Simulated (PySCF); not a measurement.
isocyanic acid (CHNO), singlet, at a GFN2-xTB geometry. Base run: R2SCAN/6-31G** (PySCF).

Input for PySCF:
```python
from pyscf import gto, scf, dft

mol = gto.Mole()
mol.atom = '''
    N    -1.090199    0.195504    0.263220
    C     0.048134   -0.049398    0.013786
    O     1.145452   -0.105508   -0.338827
    H    -1.821018   -0.228081    0.785354
'''
mol.basis = '6-31g**'
mol.charge = 0
mol.spin = 0
mol.verbose = 4
mol.symmetry = True
mol.build()

mf = dft.RKS(mol)
mf.xc = 'r2scan'
mf.kernel()
mf.analyze()
```

Variants of this job, named by their change:

```
change                    ΔE vs base (mEh)  point group used  SCF cycles
------------------------  ----------------  ----------------  ----------
base                                 0.000                Cs           9
irrep_nelec = A':20 A":2             611.1                Cs          12
symmetry = off                       0.000                C1           9
irrep_nelec = A':16 A":6             752.5                Cs          10
```
